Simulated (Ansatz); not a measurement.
`C[SiH](Cl)Br` + `S[SiH2]Cl` → `C[SiH](Cl)S[SiH2]Cl` + HBr  (ligand exchange at the Si–Br bond)

Gas-phase electronic energies from Ansatz, PBE0-D4/def2-TZVP geometries. CCSD(T)/CBS is the MP2 limit (def2-TZVPP, def2-QZVPP) plus CCSD(T) − MP2 in def2-TZVPP, frozen cores. Functionals use def2-TZVPP. For Br outer-core shells are correlated without core-valence functions, which leaves a few kJ/mol of doubt a bond. Scalar relativity is left out up to krypton. Each species was taken in one conformer, which may not be the lowest.

`C[SiH](Cl)Br`:

Cartesian coordinates in Å:
```
C 0.576 -0.464 -0.732
Si -0.336 0.457 0.586
Cl -1.880 1.515 -0.248
Br -1.157 -0.972 2.068
H 1.402 -1.028 -0.293
H -0.092 -1.161 -1.241
H 0.978 0.237 -1.467
H 0.509 1.417 1.327
```

`S[SiH2]Cl`:

Cartesian coordinates in Å:
```
S 0.373 -1.010 -1.322
Si 0.005 -0.002 0.507
Cl -1.876 0.816 0.605
H 0.416 0.118 -2.052
H 0.958 1.111 0.704
H 0.124 -1.034 1.558
```

`C[SiH](Cl)S[SiH2]Cl`:

Cartesian coordinates in Å:
```
C 0.301 -2.355 -0.515
Si 0.485 -0.622 0.111
Cl 0.136 -0.566 2.139
S -0.944 0.576 -0.935
Si -0.812 2.411 0.128
Cl 1.110 3.126 0.200
H -0.706 -2.729 -0.321
H 1.020 -3.009 -0.017
H 0.486 -2.388 -1.591
H 1.845 -0.079 -0.088
H -1.276 2.268 1.522
H -1.644 3.367 -0.634
```

HBr:

```xyz
2

Br    0.216   -0.536    0.413
H    -0.216    0.536   -0.413
```

```csv
level,ΔE (eV)
r2SCAN-D4,0.28
ωB97M-V,0.29
PBE,0.33
CCSD(T)/def2-TZVPP,0.27
SCS-MP2/def2-QZVPP,0.30
HF/CBS(def2),0.47
MP2/CBS(def2),0.28
CCSD/CBS(def2),0.32
```

Q: What does CCSD(T)/CBS give? (Best estimate.)

A: The calculation gave: +0.29 eV. The listed levels differ from it by -0.01, 0.00, 0.04, -0.02, 0.01, 0.18, -0.01, 0.03 eV.

Largest T1 diagnostic among the species: 0.010.

In def2-TZVPP, CCSD(T) changes the Hartree–Fock value by −0.19 eV (the triples alone add −0.04 eV) and MP2 by −0.20 eV. The D4 term adds −0.14 eV with B3LYP and −0.08 eV with PBE0; it sums over pairs of atoms, weighted by their polarisabilities, and B3LYP, whose exchange is more repulsive, gets the larger term.

B3LYP here is the variant with VWN-RPA as its local correlation; programs differ in this.
